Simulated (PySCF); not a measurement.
Calculation: PBE-D3(BJ)/def2-TZVP // PBE0-D4/def2-TZVP run with PySCF. Gas-phase values, no solvent. Excitations are Tamm–Dancoff values on a coarser integration grid. The basis has no diffuse functions, so Rydberg states are missing or too high.

Reference species (SMILES): `[SiH3]Cl` (neutral, multiplicity 1).

```
Item                      Value
----------------------  -------
T1 excitation (TDA)     6.46 eV
S1 oscillator strength    0.008
```

Changed species: `[SiH3][SiH2]Cl` (X = silyl; the reference has X = H).

### Question
Give the shifts of the T1 excitation (TDA) and S1 oscillator strength.

### Answer
the T1 excitation (TDA) falls by 1.22 eV, to 5.24 eV; the S1 oscillator strength is nearly the same.
